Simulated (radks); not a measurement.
Results of a calculation; reference values are marked as such.
The arsenic anion As3-, [Kr], held by a Watson sphere: a shell of charge +3 at radius R that stands for the Madelung well of a crystal (potential energy -3/R inside, -3/r outside, in hartree with lengths in bohr). Code: a radial shooting solver on a logarithmic mesh with Libxc functionals. Model: scalar-relativistic Kohn-Sham, LDA (Slater exchange, Perdew-Wang correlation), spin-polarised, spherical densities, finite nucleus; Fermi nuclear charge, rms radius of each element as measured or else 0.836 A^(1/3) + 0.57 fm. Response by self-consistent Sternheimer equations with the Hartree and adiabatic LDA kernel, the relativistic mass of each level held fixed and spin-orbit coupling left out. The sphere does not respond.

[
 {"R (bohr)": "2.14", "e(3d) (eV)": "-40.054", "e(4s) (eV)": "-17.216", "e(4p) (eV)": "-7.885", "<r> 4p (bohr)": "2.394", "sum of <r^2> (bohr^2)": "58.35", "X-ray form factor at sin(theta)/lambda = 0.2 1/angstrom": "26.579", "alpha (bohr^3)": "33.51"},
 {"R (bohr)": "3.11", "e(3d) (eV)": "-38.069", "e(4s) (eV)": "-14.124", "e(4p) (eV)": "-5.998", "<r> 4p (bohr)": "2.791", "sum of <r^2> (bohr^2)": "74.59", "X-ray form factor at sin(theta)/lambda = 0.2 1/angstrom": "26.130", "alpha (bohr^3)": "66.16"},
 {"R (bohr)": "3.26", "e(3d) (eV)": "-37.930", "e(4s) (eV)": "-13.774", "e(4p) (eV)": "-5.730", "<r> 4p (bohr)": "2.852", "sum of <r^2> (bohr^2)": "77.26", "X-ray form factor at sin(theta)/lambda = 0.2 1/angstrom": "26.102", "alpha (bohr^3)": "73.66"},
 {"R (bohr)": "3.86", "e(3d) (eV)": "-37.496", "e(4s) (eV)": "-12.649", "e(4p) (eV)": "-4.771", "<r> 4p (bohr)": "3.087", "sum of <r^2> (bohr^2)": "88.30", "X-ray form factor at sin(theta)/lambda = 0.2 1/angstrom": "26.060", "alpha (bohr^3)": "112.6"},
 {"R (bohr)": "4.24", "e(3d) (eV)": "-37.285", "e(4s) (eV)": "-12.126", "e(4p) (eV)": "-4.262", "<r> 4p (bohr)": "3.231", "sum of <r^2> (bohr^2)": "95.67", "X-ray form factor at sin(theta)/lambda = 0.2 1/angstrom": "26.068", "alpha (bohr^3)": "146.1"}
]
